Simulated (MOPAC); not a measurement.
Input for MOPAC: PM7 on C2H6Se (SMILES CC[SeH]), a point of a bond scan (R = 3.488 Å).

```
PM7 1SCF PRECISE CHARGE=0 THREADS=1
C2H6Se

Se    -0.55498298 1    -0.21214087 1     0.55361405 1
H     -1.52607192 1    -0.05920117 1    -0.54272366 1
C      1.03208518 1    -0.24790716 1    -0.62909867 1
C      1.24880037 1     1.03703812 1    -1.40772409 1
H      0.93381648 1    -1.11104940 1    -1.28408602 1
H      1.85619480 1    -0.44343878 1     0.05686397 1
H      1.55530399 1     3.77301706 1     0.73445908 1
H      0.41578897 1     1.23333108 1    -2.08443844 1
H      2.15979709 1     0.96633040 1    -2.00926490 1
```

Program output:

```
*******************************************************************************
 **                                                                           **
 **                              MOPAC v23.2.5                                **
 **                                                                           **
 *******************************************************************************
 ** MOPAC's Digital Object Identifier: https://doi.org/10.5281/zenodo.6511958 **
 **                                                                           **
 ** Please cite the open-source release paper for use of this MOPAC version:  **
 ** J. E. Moussa and J. J. P. Stewart (2026)                                  **
 ** MOPAC: An open-source semiempirical molecular orbital program             **
 ** J. Open Source Softw., 11(119), 8025, https://doi.org/10.21105/joss.08025 **
 *******************************************************************************

                              PM7 CALCULATION RESULTS

 *******************************************************************************
 *  PM7        - The PM7 Hamiltonian to be used
 *
 *
 *
 *                 CHARGE ON SYSTEM = 0
 *
 *
 *
 *  PRECISE    - TIGHTER CRITERIA TO BE USED
 *  1SCF       - DO 1 SCF AND THEN STOP
 *  THREADS=1  - MULTI-THREADING NOT USED
 *  T=         - A TIME OF 172800.0 SECONDS REQUESTED
 *  DUMP=N     - RESTART FILE WRITTEN EVERY 7200.0 SECONDS REQUESTED
 *******************************************************************************
PM7 1SCF PRECISE CHARGE=0 THREADS=1
 C2H6Se

   ATOM   CHEMICAL          X               Y               Z
  NUMBER   SYMBOL      (ANGSTROMS)     (ANGSTROMS)     (ANGSTROMS)

     1      Se         -0.55498298  *  -0.21214087  *   0.55361405  *
     2       H         -1.52607192  *  -0.05920117  *  -0.54272366  *
     3       C          1.03208518  *  -0.24790716  *  -0.62909867  *
     4       C          1.24880037  *   1.03703812  *  -1.40772409  *
     5       H          0.93381648  *  -1.11104940  *  -1.28408602  *
     6       H          1.85619480  *  -0.44343878  *   0.05686397  *
     7       H          1.55530399  *   3.77301706  *   0.73445908  *
     8       H          0.41578897  *   1.23333108  *  -2.08443844  *
     9       H          2.15979709  *   0.96633040  *  -2.00926490  *



          CARTESIAN COORDINATES

    NO.       ATOM           X           Y           Z

     1        Se         -0.5550     -0.2121      0.5536
     2         H         -1.5261     -0.0592     -0.5427
     3         C          1.0321     -0.2479     -0.6291
     4         C          1.2488      1.0370     -1.4077
     5         H          0.9338     -1.1110     -1.2841
     6         H          1.8562     -0.4434      0.0569
     7         H          1.5553      3.7730      0.7345
     8         H          0.4158      1.2333     -2.0844
     9         H          2.1598      0.9663     -2.0093

 General Reference for PM7:
 "Optimization of Parameters for Semiempirical Methods VI: More Modifications to the
 NDDO Approximations and Re-optimization of Parameters", J. J. P. Stewart, J. Mol. Mod., 1:32, 19 (2013)
 https://link.springer.com/article/10.1007/s00894-012-1667-x

           Empirical Formula: C2 H6 Se  =     9 atoms



      MOLECULAR POINT GROUP   :   C1


      RHF CALCULATION, NO. OF DOUBLY OCCUPIED LEVELS = 10



 ALL CONVERGERS ARE NOW FORCED ON
 SHIFT=10, PULAY ON, CAMP-KING ON
 AND ITERATION COUNTER RESET



 -------------------------------------------------------------------------------
 PM7 1SCF PRECISE CHARGE=0 THREADS=1
 C2H6Se



     1SCF WAS SPECIFIED, SO BFGS WAS NOT USED
     SCF FIELD WAS ACHIEVED


                              PM7 CALCULATION
                                                       MOPAC v23.2.5 Linux




          FINAL HEAT OF FORMATION =        172.32634 KCAL/MOL =     721.01342 KJ/MOL


          COSMO AREA              =        122.28 SQUARE ANGSTROMS
          COSMO VOLUME            =        103.88 CUBIC ANGSTROMS

          IONIZATION POTENTIAL    =          6.629144 EV
          HOMO LUMO ENERGIES (EV) =         -6.629 -2.325
          NO. OF FILLED LEVELS    =         10
          MOLECULAR WEIGHT        =        109.0294         POINT GROUP:  C1

          MOLECULAR DIMENSIONS (Angstroms)

            Atom       Atom       Distance
            H     7    H     5     5.32117
            H     2    H     9     4.01536
            H     8    H     6     3.01808


          SCF CALCULATIONS        =          1





   ATOM   CHEMICAL          X               Y               Z
  NUMBER   SYMBOL      (ANGSTROMS)     (ANGSTROMS)     (ANGSTROMS)

     1      Se         -0.55498298  *  -0.21214087  *   0.55361405  *
     2       H         -1.52607192  *  -0.05920117  *  -0.54272366  *
     3       C          1.03208518  *  -0.24790716  *  -0.62909867  *
     4       C          1.24880037  *   1.03703812  *  -1.40772409  *
     5       H          0.93381648  *  -1.11104940  *  -1.28408602  *
     6       H          1.85619480  *  -0.44343878  *   0.05686397  *
     7       H          1.55530399  *   3.77301706  *   0.73445908  *
     8       H          0.41578897  *   1.23333108  *  -2.08443844  *
     9       H          2.15979709  *   0.96633040  *  -2.00926490  *

                             CARTESIAN COORDINATES

   1   Se       -0.554982980    -0.212140870     0.553614050
   2    H       -1.526071920    -0.059201170    -0.542723660
   3    C        1.032085180    -0.247907160    -0.629098670
   4    C        1.248800370     1.037038120    -1.407724090
   5    H        0.933816480    -1.111049400    -1.284086020
   6    H        1.856194800    -0.443438780     0.056863970
   7    H        1.555303990     3.773017060     0.734459080
   8    H        0.415788970     1.233331080    -2.084438440
   9    H        2.159797090     0.966330400    -2.009264900


           Empirical Formula: C2 H6 Se  =     9 atoms



      MOLECULAR POINT GROUP   :   C1


                  EIGENVALUES
 -26.34267 -22.81011 -19.65192 -14.87945 -13.94395 -12.89344 -11.21777 -10.12171
  -7.95099  -6.62914  -2.32487   0.48829   1.64932   4.71732   5.57276   6.24293
   6.51194   6.95231


              NET ATOMIC CHARGES AND DIPOLE CONTRIBUTIONS

  ATOM NO.   TYPE          CHARGE      No. of ELECS.   s-Pop       p-Pop
    1         Se          -0.001382        6.0014     1.94125     4.06014
    2          H           0.052026        0.9480     0.94797
    3          C          -0.406359        4.4064     1.07672     3.32964
    4          C          -0.351178        4.3512     1.15868     3.19249
    5          H           0.157023        0.8430     0.84298
    6          H           0.160327        0.8397     0.83967
    7          H           0.152879        0.8471     0.84712
    8          H           0.113537        0.8865     0.88646
    9          H           0.123128        0.8769     0.87687
 DIPOLE           X         Y         Z       TOTAL
 POINT-CHG.     0.281     1.556     0.753     1.752
 HYBRID        -0.057    -0.376    -1.243     1.300
 SUM            0.224     1.180    -0.491     1.298


          ATOMIC ORBITAL ELECTRON POPULATIONS

     Atom    s        px        py        pz
    1 Se   1.94125   0.98549   1.98690   1.08774
    2  H   0.94797
    3  C   1.07672   1.12273   1.09093   1.11598
    4  C   1.15868   1.12510   1.02348   1.04391
    5  H   0.84298
    6  H   0.83967
    7  H   0.84712
    8  H   0.88646
    9  H   0.87687

 **********************
 *                    *
 * JOB ENDED NORMALLY *
 *                    *
 **********************




 == MOPAC DONE ==
```

The run finished.

Cost: very roughly 0.10 core-seconds.
